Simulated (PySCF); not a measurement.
From computed data to an observable: entropy of an ideal gas

CAgO, SMILES O=[C+][Ag], charge +1, multiplicity 1.

Coordinates come from a PBE-D3(BJ)/def2-TZVP optimisation. The spin state was assumed, not searched. The def2 effective core potentials stand for the cores of Ag; spin–orbit coupling is left out.

PBE-D3(BJ)/def2-TZVP (PySCF 2.14.0) gives the harmonic wavenumbers 230, 230, 294, 2217 cm⁻¹ and the rotational temperature 0.1404 K. The molar mass is 135.88 g/mol, the symmetry number 1, the spin multiplicity 1.

Problem. Work out the entropy at 298.15 K and 1 atm in the rigid-rotor, harmonic-oscillator model.

Solution. 
Translation (Sackur–Tetrode at 1 atm): S = R[1.5 ln M + 2.5 ln T − 1.16487] = 170.0 J/(mol K).
Rotation: q = T/(σ θ) = 2120, S = R[ln q + 1] = 72.0 J/(mol K).
Vibration: with u = 1.4388 ν/T, each mode gives R[u/(e^u − 1) − ln(1 − e^−u)]:
| ν (cm⁻¹) | modes | u | S (J/(mol K)) |
|---|---|---|---|
| 230 | 2 | 1.11 | 15.72 |
| 294 | 1 | 1.42 | 6.07 |
The stiffer modes add less than 0.005 each. Sum 21.8 J/(mol K).
Spin: R ln 1 = 0.0 J/(mol K).
Total 263.8 J/(mol K); the program's own thermochemistry gives 263.8. Translation makes up 64 % and vibration 8 %. Anharmonicity, hindered rotation and orbital degeneracy are left out.
